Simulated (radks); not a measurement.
Results of a calculation; reference values are marked as such.
Polarisability of the niobium ion Nb+, [Kr] 4d4, at imaginary frequency. Level of theory: scalar-relativistic Kohn-Sham, PBE, spin-polarised, spherical densities, finite nucleus; open shells are filled with parallel spins first (spin-orbit coupling, left out, can overturn this in heavy ions); Fermi nuclear charge, rms radius 4.324 fm (a radial shooting solver on a logarithmic mesh with Libxc functionals). Response by self-consistent Sternheimer equations with the Hartree and adiabatic LDA kernel, the relativistic mass of each level held fixed and spin-orbit coupling left out.

w (hartree),alpha1(iw) (bohr^3)
0.00266,28.27
0.0143,28.14
0.0360,27.43
0.0697,25.47
0.118,22.02
0.186,17.84
0.280,13.88
0.413,10.48
0.605,7.593
0.892,5.191
1.35,3.247
2.12,1.768
3.59,0.7904
6.94,0.2762
17.5,0.06539

Static values: alpha1 = 28.28 bohr^3 (4.190 angstrom^3; uncoupled 39.27). C6 = 182.5, triple-dipole C9 = 3316 atomic units. One-pole (London) frequency 4 C6 / (3 alpha1^2) = 0.304 hartree, against 0.373 for minus the highest occupied eigenvalue.
